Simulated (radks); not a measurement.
Values are calculated unless marked as measured or tabulated.
Task: Orbital eigenvalues (eV) of the palladium ion Pd+, [Kr] 4d9, of relativity; Dirac values are averaged over j with weights 2j + 1. Spin-unpolarised spherical Kohn-Sham, PBE, point nucleus unless stated (finite: rms radius 4.5318 fm), a radial shooting solver on a logarithmic mesh with Libxc functionals. A level marked "c x" has the speed of light scaled by that factor and shares open shells by 2j + 1; other Dirac levels either fill j = l - 1/2 first or share by 2j + 1.

shell       non-rel.
1s            -23446
2s           -3364.5
2p           -3125.7
3s           -612.83
3p           -517.41
3d           -341.30
4s           -90.059
4p           -60.648
4d           -14.829
5s (empty)   -10.362
5p (empty)   -6.0807

Give the values at the level "Dirac, 2j+1 shares, finite nucleus".

Result: 
shell       Dirac, 2j+1 shares, finite nucleus  change of magnitude (%)
1s                                      -24163                    +3.06
2s                                     -3536.7                    +5.12
2p                                     -3175.0                    +1.58
3s                                     -646.96                    +5.57
3p                                     -527.65                    +1.98
3d                                     -336.61                    -1.37
4s                                     -96.624                    +7.29
4p                                     -62.534                    +3.11
4d                                     -14.616                    -1.44
5s (empty)                             -11.041                    +6.56
5p (empty)                             -6.2564                    +2.89
